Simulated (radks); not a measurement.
All-electron atom: Zn3.25+ in [Ar] 3d(up 4.5, down 4.25) (fractional occupations, a model configuration). Calculated with a radial shooting solver on a logarithmic mesh with Libxc functionals: non-relativistic Kohn-Sham, r2SCAN, spin-polarised, spherical densities, point nucleus; meta-GGA in the generalised Kohn-Sham scheme. Some entries of the table are withheld. Estimate them.

| orbital | occ. | eigenvalue (eV) | <r^2> (bohr^2) |
|---|---|---|---|
| 1s down | 1 | -9481.643 | 0.003502 |
| 1s up | 1 | -9481.642 | 0.003502 |
| 2s up | 1 | -1191.788 | 0.06205 |
| 2s down | 1 | -1191.552 | 0.06204 |
| 2p up | 3 | (1) | 0.04883 |
| 2p down | 3 | (2) | 0.04881 |
| 3s up | 1 | -176.9332 | (3) |
| 3s down | 1 | -176.5288 | (4) |
| 3p up | 3 | -132.4388 | 0.5890 |
| 3p down | 3 | -132.0333 | 0.5897 |
| 3d up | 4.5 | (5) | 0.8090 |
| 3d down | 4.25 | (6) | 0.8132 |

Answer. 
(1) 2p up eigenvalue (eV): -1054.248
(2) 2p down eigenvalue (eV): -1054.074
(3) 3s up <r^2> (bohr^2): 0.5416
(4) 3s down <r^2> (bohr^2): 0.5420
(5) 3d up eigenvalue (eV): -57.0253
(6) 3d down eigenvalue (eV): -56.6277
